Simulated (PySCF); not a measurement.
**BeH at UHF-CCSD**

Computed with UHF-CCSD; Be pcseg-1, H pcseg-1; no relativity (PySCF 2.14).

* state: ²Σ⁺ (doublet), unpaired electrons σ ↑
* bond length: 2.544 bohr
* harmonic wavenumber: 2064 cm⁻¹
* force constant: 2.28 mdyn/Å
* rotational constant Be: 10.26 cm⁻¹
* anharmonicity ωexe: 39.6 cm⁻¹
* vibration–rotation constant αe: 0.312 cm⁻¹
* well depth De to Be + H: 1.80 eV
* dissociation energy D0: 1.67 eV

Correlated steps freeze no core orbitals. Correlated levels converge slowly with the basis: in double zeta they bind strong bonds too weakly, by up to about 1 eV, and carry superposition errors of some tenths. The state is the lowest determinant that a PBE0 search found; another state may lie lower at other levels.
